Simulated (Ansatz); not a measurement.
Breaking the P1–O2 bond in PO (multiplicity 2 held). Energies count from the point at 1.480 Å.


Restricted levels (R-, RO-) in cc, def2 and unpolarised 6-31G sets keep to the state of the molecule at rest. Unrestricted levels (U-) break spin symmetry where that is lower. Active spaces are followed from rest. Levels need not reach the same state.

Correlated levels freeze the cores.

Codes used: Ansatz (Gaussian orbitals). Each number belongs to the level named beside it.

Energies in kcal/mol.

```json
[
 {"R (Å)": "1.184", "RO-HF/cc-pV(D+d)Z": "108.0", "U-CCSD(T)/cc-pV(D+d)Z": "129.6", "FIC-NEVPT4(SD) on CASSCF(11,8)/cc-pV(D+d)Z": "131.2", "FIC-MRCISD on CASSCF(11,8)/cc-pV(D+d)Z": "129.8", "FIC-MRCISD+Q on CASSCF(11,8)/cc-pV(D+d)Z": "130.6"},
 {"R (Å)": "1.332", "RO-HF/cc-pV(D+d)Z": "15.2", "U-CCSD(T)/cc-pV(D+d)Z": "26.7", "FIC-NEVPT4(SD) on CASSCF(11,8)/cc-pV(D+d)Z": "27.6", "FIC-MRCISD on CASSCF(11,8)/cc-pV(D+d)Z": "27.0", "FIC-MRCISD+Q on CASSCF(11,8)/cc-pV(D+d)Z": "27.3"},
 {"R (Å)": "1.480", "RO-HF/cc-pV(D+d)Z": "0.0", "U-CCSD(T)/cc-pV(D+d)Z": "0.0", "FIC-NEVPT4(SD) on CASSCF(11,8)/cc-pV(D+d)Z": "0.0", "FIC-MRCISD on CASSCF(11,8)/cc-pV(D+d)Z": "0.0", "FIC-MRCISD+Q on CASSCF(11,8)/cc-pV(D+d)Z": "0.0"},
 {"R (Å)": "1.628", "RO-HF/cc-pV(D+d)Z": "19.0", "U-CCSD(T)/cc-pV(D+d)Z": "7.8", "FIC-NEVPT4(SD) on CASSCF(11,8)/cc-pV(D+d)Z": "5.3", "FIC-MRCISD on CASSCF(11,8)/cc-pV(D+d)Z": "5.8", "FIC-MRCISD+Q on CASSCF(11,8)/cc-pV(D+d)Z": "5.6"},
 {"R (Å)": "1.776", "RO-HF/cc-pV(D+d)Z": "51.3", "U-CCSD(T)/cc-pV(D+d)Z": "27.9", "FIC-NEVPT4(SD) on CASSCF(11,8)/cc-pV(D+d)Z": "23.3", "FIC-MRCISD on CASSCF(11,8)/cc-pV(D+d)Z": "24.1", "FIC-MRCISD+Q on CASSCF(11,8)/cc-pV(D+d)Z": "23.8"},
 {"R (Å)": "1.998", "RO-HF/cc-pV(D+d)Z": "104.0", "U-CCSD(T)/cc-pV(D+d)Z": "61.6", "FIC-NEVPT4(SD) on CASSCF(11,8)/cc-pV(D+d)Z": "54.2", "FIC-MRCISD on CASSCF(11,8)/cc-pV(D+d)Z": "55.6", "FIC-MRCISD+Q on CASSCF(11,8)/cc-pV(D+d)Z": "55.0"},
 {"R (Å)": "2.220", "RO-HF/cc-pV(D+d)Z": "154.3", "U-CCSD(T)/cc-pV(D+d)Z": "85.4", "FIC-NEVPT4(SD) on CASSCF(11,8)/cc-pV(D+d)Z": "78.9", "FIC-MRCISD on CASSCF(11,8)/cc-pV(D+d)Z": "80.5", "FIC-MRCISD+Q on CASSCF(11,8)/cc-pV(D+d)Z": "79.9"},
 {"R (Å)": "2.590", "RO-HF/cc-pV(D+d)Z": "220.2", "U-CCSD(T)/cc-pV(D+d)Z": "104.7", "FIC-NEVPT4(SD) on CASSCF(11,8)/cc-pV(D+d)Z": "99.8", "FIC-MRCISD on CASSCF(11,8)/cc-pV(D+d)Z": "101.2", "FIC-MRCISD+Q on CASSCF(11,8)/cc-pV(D+d)Z": "100.8"},
 {"R (Å)": "2.960", "RO-HF/cc-pV(D+d)Z": "268.9", "U-CCSD(T)/cc-pV(D+d)Z": "109.5", "FIC-NEVPT4(SD) on CASSCF(11,8)/cc-pV(D+d)Z": "106.2", "FIC-MRCISD on CASSCF(11,8)/cc-pV(D+d)Z": "107.2", "FIC-MRCISD+Q on CASSCF(11,8)/cc-pV(D+d)Z": "107.2"},
 {"R (Å)": "3.404", "RO-HF/cc-pV(D+d)Z": "310.5", "U-CCSD(T)/cc-pV(D+d)Z": "110.8", "FIC-NEVPT4(SD) on CASSCF(11,8)/cc-pV(D+d)Z": "108.3", "FIC-MRCISD on CASSCF(11,8)/cc-pV(D+d)Z": "109.3", "FIC-MRCISD+Q on CASSCF(11,8)/cc-pV(D+d)Z": "109.3"},
 {"R (Å)": "3.996", "RO-HF/cc-pV(D+d)Z": "346.4", "U-CCSD(T)/cc-pV(D+d)Z": "111.3", "FIC-NEVPT4(SD) on CASSCF(11,8)/cc-pV(D+d)Z": "109.1", "FIC-MRCISD on CASSCF(11,8)/cc-pV(D+d)Z": "110.0", "FIC-MRCISD+Q on CASSCF(11,8)/cc-pV(D+d)Z": "110.0"},
 {"R (Å)": "4.735", "RO-HF/cc-pV(D+d)Z": "371.8", "U-CCSD(T)/cc-pV(D+d)Z": "111.4", "FIC-NEVPT4(SD) on CASSCF(11,8)/cc-pV(D+d)Z": "109.3", "FIC-MRCISD on CASSCF(11,8)/cc-pV(D+d)Z": "110.2", "FIC-MRCISD+Q on CASSCF(11,8)/cc-pV(D+d)Z": "110.3"},
 {"R (Å)": "5.919", "RO-HF/cc-pV(D+d)Z": "391.0", "U-CCSD(T)/cc-pV(D+d)Z": "111.5", "FIC-NEVPT4(SD) on CASSCF(11,8)/cc-pV(D+d)Z": "109.3", "FIC-MRCISD on CASSCF(11,8)/cc-pV(D+d)Z": "110.2", "FIC-MRCISD+Q on CASSCF(11,8)/cc-pV(D+d)Z": "110.3"}
]
```

Doubts at one or more of the structures used: a restricted determinant that unrestricted orbitals would lower (RO-HF/cc-pV(D+d)Z); a spin-contaminated determinant (U-CCSD(T)/cc-pV(D+d)Z); T1 above 0.05 (U-CCSD(T)/cc-pV(D+d)Z); the program's own flag: large difference (U-CCSD(T)/cc-pV(D+d)Z).

Ansatz is a program for electronic structure.
